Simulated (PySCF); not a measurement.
Input file for PySCF: R-HF/STO-3G on H2INTe (SMILES N[Te]I), a point of a torsion scan.

```python
from pyscf import gto, scf, dft, mp
from pyscf.data.elements import chemcore

mol = gto.M(
    atom='''
    N    -1.00196918    0.10997573   -0.05864792
    Te    0.58373179    1.33921875   -0.06296867
    I     2.61865965   -0.39034759    0.33763639
    H    -1.00099974   -0.60791840   -0.76783887
    H    -1.21808878   -0.31739181    0.83010300
    ''',
    basis='sto-3g',
    charge=0, spin=0, verbose=3, max_memory=1800)
mf = scf.RHF(mol)
mf.conv_tol = 1e-8
mf.max_cycle = 100
mf.kernel()
if not mf.converged:
    mf = mf.newton().run(mf.mo_coeff, mf.mo_occ)
```

Program output:

```
converged SCF energy = -13452.7413136143
```

The calculation finished and met its thresholds.

Cost: very roughly 0.7 core-seconds.
